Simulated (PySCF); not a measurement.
Polarisability and C₆ of Ba⁺ (barium, charge +1)

[Xe] 6s1, 2S determinant. All numbers are calculated (PySCF 2.14, the spin-free X2C one-electron Hamiltonian (Gaussian nucleus), in x2c-TZVPPall with one added diffuse shell each of s, p, d type (12s8p7d2f1g, 94 functions)). Coupled (time-dependent) response in atomic units; α is the mean over directions.

| method | mean α (bohr³) | C₆ (like pair) | S(−4) |
| --- | --- | --- | --- |
| BHandHLYP | 128.7 | 1405 | 12890 |
| TPSSh | 167.8 | 1992 | 23010 |

S(−4) is the Cauchy moment in α(ω) = α(0) + S(−4) ω² + …

α(iu) at TPSSh:

```tsv
u (hartree)	α(iu) (bohr³)
0	167.8
0.0500	125.7
0.100	74.39
0.200	33.21
0.300	20.75
0.500	12.26
0.750	8.089
1.00	5.831
1.50	3.467
2.00	2.319
3.00	1.277
5.00	0.5739
```

A single London oscillator, α(iu) = α/(1 + u²/ω²), gives C₆ = (3/4) ω α². Matching the computed C₆ needs ω = 4 × 1992 / (3 × 167.8²) = 0.0943 hartree.

For an ion, C₆ is the dispersion term alone; charge-induced terms of lower order in 1/R come first.

Spin-orbit coupling, which splits the p, d and f shells strongly at this Z, is absent.
